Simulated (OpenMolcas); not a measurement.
V2+ (d3) in a complex was computed by SS-CASPT2, IPEA 0.25 Eh, imaginary shift 0.1 Eh with the d shell active (OpenMolcas, ANO-RCC-VTZP on the metal). Its lowest spin-free states, and all those of the highest spin:

```
2S+1  Degeneracy  E (cm-1)
   4           3         0
   4           3      3030
   4           1      8740
   2           2      9860
   2           3     11140
   2           3     11310
   2           1     12700
   4           3     13230
   2           3     14090
   2           3     16320
   2           3     17350
   2           2     17360
```

Problem. Is the site octahedral, tetrahedral or cube-like, axial, or of lower symmetry?

Solution. The states with 2S+1 = 4 have orbital degeneracies 3, 3, 1, 3. Threefold states need a cubic site. For d3 at this spin an octahedron puts the single A2 below the threefold T2 and a tetrahedron or cube puts the threefold T1 below the threefold T2, so the site is a tetrahedron or a cube, which this pattern cannot tell apart. The run had V2+ with 4 ligands (fluoride) in tetrahedral coordination (Td) at 1.97 Å. A charge of +0.5 e stands 2.4 Å behind each ligand. Ligand basis ANO-RCC-VDZP.

Roots that are degenerate in the reference are averaged as groups; the widest CASPT2 spread within a group is 400 cm-1 (the 3-fold group of multiplicity 2 near 11100 cm-1 above the lowest state of its run). Shifts and gaps below about the spread of the groups concerned are not significant. An orbital triplet at a regular site is open to Jahn-Teller coupling, which can distort the site and quench the lowest spin-orbit gaps and is left out. Ligand-to-metal charge-transfer states are missing. These CASPT2 states fit no ligand-field parameters well, so their order and spin gaps are uncertain. With no ligand orbital active B as a rule stays too high, so bands that hang on it stand too high and its fall with covalency is understated. With one d shell and no ligand orbital active, 10Dq can be off by tens of per cent for divalent 3d ions, low with halides held by bare charges and at times high in hosts. Free-ion shares, where given, are those of the reference states; single-state CASPT2 does not remix them. No measured value stands beside these numbers; the geometry was imposed, not optimised, and the real ion may take another.
